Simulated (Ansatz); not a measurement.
`B[CH2][GeH2][Cl]` + `N[SiH2]F` → `BN[SiH2]F` + `[CH3][GeH2][Cl]`  (ligand exchange at a B–C bond)

Gas-phase electronic energies from Ansatz, PBE0-D4/def2-TZVP geometries. CBS: MP2 limit from def2 TZ/QZ plus the TZ coupled-cluster correction, frozen cores. DFT in def2-TZVPP. For Ge outer-core shells are correlated without core-valence functions, which leaves a few kJ/mol of doubt a bond. Scalar relativity is left out up to krypton. Each species was taken in one conformer, which may not be the lowest.

```json
{"level": "LDA (SPW92)", "ΔE (kJ/mol)": "-116.2", "difference from CCSD(T)/CBS": "-2.2"}
{"level": "B97M-V", "ΔE (kJ/mol)": "-114.1", "difference from CCSD(T)/CBS": "-0.1"}
{"level": "r2SCAN0-D4", "ΔE (kJ/mol)": "-114.5", "difference from CCSD(T)/CBS": "-0.5"}
{"level": "CAM-B3LYP-D4", "ΔE (kJ/mol)": "-119.5", "difference from CCSD(T)/CBS": "-5.5"}
{"level": "ωB97X-V", "ΔE (kJ/mol)": "-115.2", "difference from CCSD(T)/CBS": "-1.2"}
{"level": "r2SCAN", "ΔE (kJ/mol)": "-114.6", "difference from CCSD(T)/CBS": "-0.6"}
{"level": "r2SCAN0", "ΔE (kJ/mol)": "-114.8", "difference from CCSD(T)/CBS": "-0.8"}
{"level": "LC-ωPBE", "ΔE (kJ/mol)": "-114.4", "difference from CCSD(T)/CBS": "-0.4"}
{"level": "HF/def2-TZVPP", "ΔE (kJ/mol)": "-119.8", "difference from CCSD(T)/CBS": "-5.8"}
{"level": "MP2/CBS(def2)", "ΔE (kJ/mol)": "-113.1", "difference from CCSD(T)/CBS": "0.9"}
{"level": "CCSD(T)/CBS", "ΔE (kJ/mol)": "-114.0", "difference from CCSD(T)/CBS": "0"}
```

Largest T1 diagnostic among the species: 0.012.

At CCSD(T), def2-SVP lies −17.8 kJ/mol from the extrapolated value and def2-TZVPP −2.4 kJ/mol. In def2-TZVPP, CCSD(T) changes the Hartree–Fock value by +3.3 kJ/mol (the triples alone add −0.0 kJ/mol) and MP2 by +4.3 kJ/mol. Leaving LDA and LC-ωPBE aside and taking each functional with its dispersion term where it has one, the values, not all of them listed here, spread over 7.2 kJ/mol, from CAM-B3LYP-D4 to revPBE-D4.
